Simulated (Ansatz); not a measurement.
`[F][Zn][BH][SiH3]` + `N[SiH2]F` → `F[SiH2]N[SiH3]` + `[BH2][Zn][F]`  (cleavage of the Si–B bond)

Computed with Ansatz on PBE0-D4/def2-TZVP structures; ΔE is electronic, products minus reactants. CCSD(T)/CBS adds triple-zeta CCSD(T) − MP2 to the extrapolated MP2 energy (def2 sets, frozen cores). This one scheme is used for every species. Functionals use def2-TZVPP. HSE06 is defined as in plane-wave codes. For Zn outer-core shells are correlated without core-valence functions, which leaves a few kJ/mol of doubt a bond. Scalar relativity is left out up to krypton. Each species was taken in one conformer, which may not be the lowest.

| level | ΔE (kJ/mol) | difference from CCSD(T)/CBS |
| --- | --- | --- |
| B97M-V | -50.2 | 9.9 |
| CAM-B3LYP-D4 | -62.8 | -2.7 |
| PBE-QIDH | -57.9 | 2.2 |
| PBE0 | -46.1 | 14.0 |
| HSE06 | -46.0 | 14.1 |
| CAM-B3LYP | -61.0 | -0.9 |
| CCSD(T)/def2-SVP | -55.4 | 4.7 |
| HF/CBS(def2) | -77.0 | -16.9 |
| MP2/CBS(def2) | -67.9 | -7.8 |
| CCSD/CBS(def2) | -62.0 | -1.9 |
| CCSD(T)/CBS | -60.1 | 0 |

Q: What do rigid-rotor, harmonic-oscillator terms from PBE0-D4/def2-TZVP frequencies (298.15 K, 1 bar) make of the CCSD(T)/CBS value? (An estimate is asked.)

A: The calculation gave: ΔZPE = -2.7 kJ/mol, ΔH = -63.6 kJ/mol, ΔS = -15 J/(mol·K), ΔG = -59.1 kJ/mol.

Largest T1 diagnostic among the species: 0.016.

The D4 term adds −3.3 kJ/mol with B3LYP and −1.8 kJ/mol with PBE0; it sums over pairs of atoms, weighted by their polarisabilities, and B3LYP, whose exchange is more repulsive, gets the larger term. In def2-TZVPP, CCSD(T) changes the Hartree–Fock value by +14.9 kJ/mol (the triples alone add +1.8 kJ/mol) and MP2 by +7.2 kJ/mol. From PBE to PBE0 (25 % exact exchange), in def2-TZVPP and without D4, ΔE moves by −7.6 kJ/mol.

B3LYP here is the variant with VWN-RPA as its local correlation; programs differ in this.
